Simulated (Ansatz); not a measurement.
Gas-phase reaction in SMILES: C=CCCC(C)C [5-methylhex-1-ene] -> [CH2]C(C)CCC=C + H atom (the C-H bond at the site shown breaks; other sites are not compared here)
Structures are relaxed separately at B3LYP-D3(BJ)/def2-TZVP in Ansatz (a program for electronic structure), one conformer each, not searched for the lowest. Frequencies are from Ansatz.

Quantity: bond dissociation energy (enthalpy at 298 K, with B3LYP-D3(BJ) rigid-rotor harmonic-oscillator terms), in kJ/mol. Valence correlation only, unless marked. Open shells are spin-unrestricted. No spin-orbit coupling. No relativistic terms. CBS marks a two-point X^-3 extrapolation of the correlation energy; Hartree-Fock from the larger set. [CCSD(T)-MP2]/basis is that difference in the basis named.

```json
[
 {"level": "revPBE/def2-TZVPD", "program": "Ansatz", "bond dissociation energy (kJ/mol)": "398.4"},
 {"level": "PBE0-D3(BJ)/def2-TZVP", "program": "Ansatz + dftd3", "bond dissociation energy (kJ/mol)": "409.2"},
 {"level": "PBE0/def2-QZVPP", "program": "Ansatz", "bond dissociation energy (kJ/mol)": "408.0"},
 {"level": "CCSD(T)/STO-3G", "program": "Ansatz", "bond dissociation energy (kJ/mol)": "493.7"},
 {"level": "CCSD(T)/cc-pVDZ", "program": "Ansatz", "bond dissociation energy (kJ/mol)": "410.0"},
 {"level": "RI-MP2/CBS(cc-pVTZ,cc-pVQZ)+[CCSD(T)-MP2]/cc-pVDZ", "program": "Ansatz", "bond dissociation energy (kJ/mol)": "430.1"},
 {"level": "RI-MP2/CBS(cc-pVTZ,cc-pVQZ)+[CCSD(T)-MP2]/cc-pVTZ", "program": "Ansatz", "bond dissociation energy (kJ/mol)": "428.2"}
]
```
